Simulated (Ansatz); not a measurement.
Isolated molecules relaxed with PBE0-D4/def2-TZVP in Ansatz; ΔE leaves out vibrations. CCSD(T)/CBS is the MP2 limit (def2-TZVPP, def2-QZVPP) plus CCSD(T) − MP2 in def2-TZVPP, frozen cores. Functionals use def2-TZVPP. B3LYP here is the variant with VWN-RPA as its local correlation; programs differ in this. One conformer a species, not always the lowest.

`O=C(O)C[SiH2]F` → `CO[Si]1(F)CO1`  (isomerisation)

| level | ΔE (kJ/mol) | difference from CCSD(T)/CBS |
| --- | --- | --- |
| PBE0-D4 | 3.9 | 13.8 |
| B3LYP-D4 | -1.3 | 8.6 |
| ωB97X-V | 0.5 | 10.4 |
| B2PLYP | -4.0 | 5.9 |
| PBE | 8.8 | 18.7 |
| r2SCAN | -3.2 | 6.7 |
| PBE0 | 3.9 | 13.8 |
| B3LYP | -1.3 | 8.6 |
| MP2/def2-TZVPP | -8.3 | 1.6 |
| CCSD/def2-TZVPP | -6.0 | 3.9 |
| CCSD(T)/def2-TZVPP | -3.8 | 6.1 |
| MP2/def2-QZVPP | -13.0 | -3.1 |
| SCS-MP2/def2-QZVPP | -12.7 | -2.8 |
| HF/CBS(def2) | 4.8 | 14.7 |
| MP2/CBS(def2) | -14.4 | -4.5 |
| CCSD/CBS(def2) | -12.1 | -2.2 |
| CCSD(T)/CBS | -9.9 | 0 |

Largest T1 diagnostic among the species: 0.014.

In def2-TZVPP, CCSD(T) changes the Hartree–Fock value by −12.5 kJ/mol (the triples alone add +2.2 kJ/mol) and MP2 by −16.9 kJ/mol. From PBE to PBE0 (25 % exact exchange), in def2-TZVPP and without D4, ΔE moves by −4.9 kJ/mol.
